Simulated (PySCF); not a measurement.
Spectrum to structure. The calculation used TDDFT CAM-B3LYP/def2-SVPD, vertical, gas phase, core orbitals frozen in the response in PySCF. Geometries: GFN2-xTB, one conformer each.

```json
{"state": "S1", "E (eV)": "3.80", "f": "0.0002", "main configurations (H = HOMO, L = LUMO)": "H-1→L (85%), H-1→L+2 (9%)"}
{"state": "S2", "E (eV)": "4.45", "f": "0.0001", "main configurations (H = HOMO, L = LUMO)": "H-2→L (97%)"}
{"state": "S3", "E (eV)": "4.75", "f": "0.508", "main configurations (H = HOMO, L = LUMO)": "H→L (90%)"}
{"state": "S4", "E (eV)": "6.28", "f": "0.0015", "main configurations (H = HOMO, L = LUMO)": "H→L+2 (23%), H→L+1 (23%), H→L+3 (16%)"}
{"state": "S5", "E (eV)": "6.94", "f": "0.129", "main configurations (H = HOMO, L = LUMO)": "H-3→L (76%)"}
{"state": "S6", "E (eV)": "7.10", "f": "0.018", "main configurations (H = HOMO, L = LUMO)": "H→L+1 (64%), H→L+5 (17%), H→L+3 (12%)"}
{"state": "S7", "E (eV)": "7.18", "f": "0.0015", "main configurations (H = HOMO, L = LUMO)": "H-5→L (51%), H-2→L+2 (20%)"}
{"state": "S8", "E (eV)": "7.27", "f": "0.073", "main configurations (H = HOMO, L = LUMO)": "H→L+2 (65%), H→L+3 (14%)"}
```

Problem. Which candidate is it? All have the formula C7H8O.
A. `O=C[C@@]12C=CC[C@@H]1C2`
B. `CC/C=C\C#CC=O`
C. `OC[C@@]12C=C[C@H]3[C@@H]1[C@H]32`
D. `c1cc(C2CC2)co1`

Solution. B. Its S1, at 3.80 eV, is the lowest among the candidates; the nearest of the others has S1 at 4.29 eV. S1 is HOMO-1→LUMO (85%), HOMO-1→LUMO+2 (9%). Löwdin shares by element: HOMO carbon 77% or more (atoms not listed hold the other 23%); LUMO carbon 50% or more, oxygen 18% (atoms not listed hold the other 32%). At the same level the other candidates give, for their lowest levels:
- `c1cc(C2CC2)co1`: 6.11 eV (f 0.127); 6.38 eV (f 0.000); 6.74 eV (f 0.010); 6.79 eV (f 0.016); 7.07 eV (f 0.001); T1 3.99 eV; HOMO -7.61, LUMO 1.42 eV
- `OC[C@@]12C=C[C@H]3[C@@H]1[C@H]32`: 5.67 eV (f 0.061); 6.52 eV (f 0.028); 6.54 eV (f 0.000); 6.77 eV (f 0.011); 7.07 eV (f 0.003); T1 3.62 eV; HOMO -7.76, LUMO 1.17 eV
- `O=C[C@@]12C=CC[C@@H]1C2`: 4.29 eV (f 0.000); 5.69 eV (f 0.025); 6.53 eV (f 0.176); 6.87 eV (f 0.017); 6.93 eV (f 0.131); T1 3.74 eV; HOMO -8.34, LUMO 0.24 eV

Shape of the structure used: `[CH3:1][CH2:2]/[CH:3]=[CH:4]\[C:5]#[C:6][CH:7]=[O:8]`: C1–C2–C3–C4 -118°.
Triplets come from the Tamm–Dancoff approximation.
